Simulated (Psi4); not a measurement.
CHBClF₃, singlet, at a GFN2-xTB geometry.

Input for Psi4:
```
memory 2 GB

molecule {
0 1
B     0.84530595    0.21810628    0.57146766
C    -0.03217182   -0.50111286   -0.60584209
F    -1.32937178   -0.14524536   -0.66432988
F    -0.02789515   -1.84737890   -0.48205832
F     0.47253304   -0.24537627   -1.83370394
Cl    0.11491189    1.30188810    1.58557336
H     1.97560398   -0.07394710    0.64379633
}

set {
  basis cc-pvdz
  freeze_core true
}

energy('dlpno-mp2')
print_variables()
```

Problem. What number of basis functions does DLPNO-MP2/cc-pVDZ (Psi4) give?

Solution. 93

Problem. Give the total energy at the level DLPNO-MP2/cc-pVDZ.

Solution. -821.8995 Eh

Problem. Predict the nuclear repulsion energy from DLPNO-MP2/cc-pVDZ.

Solution. 289.1798 Eh
